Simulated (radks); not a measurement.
Values are calculated unless marked as measured or tabulated.
Species: the caesium ion Cs42+. Configuration: [Ne] 3s2 3p1 (the NIST ground configuration). Code: a radial shooting solver on a logarithmic mesh with Libxc functionals. Model: Dirac Kohn-Sham, PBE, spin-unpolarised, spherical densities, finite nucleus; open shells fill j = l - 1/2 first; Fermi nuclear charge, rms radius 4.8041 fm.

Normalised radial functions P(r) = r R(r) (large component), r in bohr:

```
   r/bohr * 2p1/2 (the largest magnitude, 3.17, reaches the edge; | marks zero)
 0.002183 |*
 0.002422 |*
 0.002709 |*
 0.003006 |*
 0.003362 | *
 0.003731 | *
 0.004173 | *
 0.004668 |  *
 0.005179 |  *
 0.005793 |  *
 0.006428 |   *
  0.00719 |    *
 0.007978 |     *
 0.008923 |      *
 0.009981 |       *
  0.01107 |        *
  0.01239 |          *
  0.01374 |           *
  0.01537 |             *
  0.01706 |                *
  0.01908 |                  *
  0.02134 |                     *
  0.02368 |                        *
  0.02649 |                           *
  0.02939 |                               *
  0.03287 |                                   *
  0.03648 |                                      *
   0.0408 |                                          *
  0.04563 |                                              *
  0.05063 |                                                 *
  0.05664 |                                                   *
  0.06284 |                                                     *
  0.07029 |                                                      *
  0.07799 |                                                      *
  0.08724 |                                                    *
  0.09758 |                                                 *
   0.1083 |                                              *
   0.1211 |                                         *
   0.1344 |                                   *
   0.1503 |                             *
   0.1668 |                       *
   0.1865 |                 *
   0.2086 |            *
   0.2315 |        *
    0.259 |     *
   0.2873 |  *
   0.3214 | *
   0.3566 |*
   0.3989 *
   0.4461 *
    0.495 *
   0.5537 *
   0.6144 *
   0.6872 *
   0.7625 *
   0.8529 *
```

2p1/2: eigenvalue -7889.8 eV, 0 radial nodes, <r> = 0.0924 bohr, 90 % of the charge inside 0.151 bohr.
